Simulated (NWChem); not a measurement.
System meant: CH₂BF₃; SMILES BC(F)(F)F

NWChem input:

```
start job
memory heap 200 mb stack 900 mb global 1100 mb
geometry units angstroms noautoz
  B     -0.000115     1.556922     0.461726
  C      0.000537     0.013638     0.051566
  F     -0.015494     0.016069    -1.300430
  F     -1.066455    -0.676120     0.466462
  F      1.081969    -0.668454     0.440982
  H     -1.055423     2.118590     0.580454
  H      1.053670     2.126048     0.555893
end
basis spherical
  B library def2-svp
  C library def2-svp
  F library def2-svp
  H library def2-svp
end
dft
  odft
  mult 2
  xc b3lyp
  iterations 150
  mulliken
end
task dft energy
```

End of the output:

```
 Summary of "ao basis" -> "" (spherical)
 ------------------------------------------------------------------------------
       Tag                 Description            Shells   Functions and Types
 ---------------- ------------------------------  ------  ---------------------
 B                          def2-svp                 6       14   3s2p1d
 C                          def2-svp                 6       14   3s2p1d
 F                          def2-svp                 6       14   3s2p1d
 H                          def2-svp                 3        5   2s1p

                                 NWChem DFT Module
                                 -----------------

 Summary of "ao basis" -> "ao basis" (spherical)
 ------------------------------------------------------------------------------
       Tag                 Description            Shells   Functions and Types
 ---------------- ------------------------------  ------  ---------------------
 B                          def2-svp                 6       14   3s2p1d
 C                          def2-svp                 6       14   3s2p1d
 F                          def2-svp                 6       14   3s2p1d
 H                          def2-svp                 3        5   2s1p

      Symmetry analysis of basis
      --------------------------

        a'         49
        a"         31

  number of electrons :                   40
  multiplicity        :                    2
 ------------------------------------------------------------------------
  no. of electrons and multiplicity not compatible                  40
 ------------------------------------------------------------------------
 ------------------------------------------------------------------------
  current input line :
    25: task dft energy
 ------------------------------------------------------------------------
 ------------------------------------------------------------------------
 There is an error in the input file
 ------------------------------------------------------------------------
 For more information see the NWChem manual at https://nwchemgit.github.io

0: no. of electrons and multiplicity not compatible:Received an Error in Communication
```

### Question
Can this run be used? If not, why, and what is the fix?

### Answer
The program refused the input. Cause: the multiplicity doesn't fit the number of electrons (an even count wants an odd multiplicity, and the reverse). This input runs:
```
start job
memory heap 200 mb stack 900 mb global 1100 mb
geometry units angstroms noautoz
  B     -0.000115     1.556922     0.461726
  C      0.000537     0.013638     0.051566
  F     -0.015494     0.016069    -1.300430
  F     -1.066455    -0.676120     0.466462
  F      1.081969    -0.668454     0.440982
  H     -1.055423     2.118590     0.580454
  H      1.053670     2.126048     0.555893
end
basis spherical
  * library def2-svp
end
dft
  xc b3lyp
  iterations 150
  mulliken
end
task dft energy
```
It converges to -363.38058 Ha (B3LYP/def2-SVP).
